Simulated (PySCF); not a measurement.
**Dipole response of I(2+) (iodine, charge +2)**

[Kr] 4d10 5s1 5p3 5d1, high-spin 6D determinant (an excited configuration). Calculation: PySCF 2.14, in aug-cc-pVQZ-PP with ECP28MDF; scalar relativity through the core potential. Coupled (time-dependent) response in atomic units; α is the mean over directions.

| method | mean α (bohr³) | α xx, yy, zz | C₆ (like pair) | S(−4) |
| --- | --- | --- | --- | --- |
| B3LYP | 28.56 | 34.05, 34.05, 17.59 | 199.3 | 543.3 |
| BP86 | 28.85 | 34.37, 34.37, 17.80 | 201.8 | 552.9 |

S(−4) is the Cauchy moment in α(ω) = α(0) + S(−4) ω² + …

Spin-orbit coupling is absent.

α(iu) at BP86:

| u (hartree) | α(iu) (bohr³) |
| --- | --- |
| 0 | 28.85 |
| 0.0500 | 27.58 |
| 0.100 | 24.71 |
| 0.200 | 18.91 |
| 0.300 | 14.72 |
| 0.500 | 9.578 |
| 0.750 | 6.179 |
| 1.00 | 4.328 |
| 1.50 | 2.528 |
| 2.00 | 1.708 |
| 3.00 | 0.9717 |
| 5.00 | 0.4516 |

For an ion, C₆ is the dispersion term alone; charge-induced terms of lower order in 1/R come first.

The components differ because the open shell of this determinant is not spherical; for a pure term their mean is the scalar polarisability.

Energies and moments cover only the electrons outside the core potential. The outer electron is Rydberg-like, and this basis confines it to a smaller radius and binds it less than a complete one would.
